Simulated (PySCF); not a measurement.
H6PSi, SMILES [SiH3][PH3+], charge +1.

The structure is a stationary point at B3LYP-D3(BJ)/def2-TZVP. The isomer is the one that the SMILES or the coordinates give; other isomers of the formula were not compared.

These are SMD-M06-2X/def2-SVP (PySCF) values and carry that method's errors.

Solvation free energies are E(SMD) − E(gas) at the gas-phase geometry, for 1 M in both phases.

Rank water, dimethylsulfoxide, diethylether by solvation free energy, most negative first.

dimethylsulfoxide (-61.6 kcal/mol), water (-60.1 kcal/mol), diethylether (-49.1 kcal/mol)
